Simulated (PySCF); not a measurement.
Geometry (Å), atoms numbered from 1 in this order:
```xyz
14

C    -1.990    0.028    0.240
C    -0.624    0.705    0.150
Si    0.809   -0.505    0.267
O     0.699   -1.708   -0.890
P     2.732    0.659   -0.047
H    -2.125   -0.476    1.210
H    -2.815    0.748    0.123
H    -2.102   -0.741   -0.540
H    -0.503    1.462    0.945
H    -0.524    1.258   -0.802
H     0.769   -1.239    1.564
H     0.798   -1.431   -1.805
H     2.605    1.365    1.190
H     3.563   -0.361    0.507
```

Geometry: PBE0-D3(BJ)/def2-SVP; GIAO absolute shieldings from PySCF 2.14.0 with density-fitted response routines, gas phase, non-relativistic, averaged over equivalent atoms.

At PBE0/pcSseg-1 (144 basis functions, 22 s wall time on 1 thread of an Arm Neoverse N1, shared host):
| atoms | σ (ppm) |
| --- | --- |
| C2 | 169.0 |
| C1 | 175.3 |
| Si3 | 334.1 |
| O4 | 303.5 |
| P5 | 583.7 |
| H11 | 25.85 |
| H13/H14 | 29.66 |
| H6/H7/H8 | 30.11 |
| H10 | 30.64 |
| H9 | 30.96 |
| H12 | 31.02 |

Q: Estimate the result of repeating the calculation with KT2/pcSseg-1.

A: 
| atoms | σ at KT2/pcSseg-1 | change |
| --- | --- | --- |
| C2 | 165.4 | -3.6 |
| C1 | 173.2 | -2.1 |
| Si3 | 342.1 | +8.0 |
| O4 | 294.4 | -9.1 |
| P5 | 589.0 | +5.3 |
| H11 | 25.53 | -0.32 |
| H13/H14 | 29.57 | -0.09 |
| H6/H7/H8 | 30.01 | -0.10 |
| H10 | 30.46 | -0.18 |
| H9 | 30.75 | -0.21 |
| H12 | 31.16 | +0.14 |

The largest change is at O4 (oxygen bonded to Si, H). Cost: 144 basis functions, 19 s wall time on 1 thread of an Arm Neoverse V1, shared host.
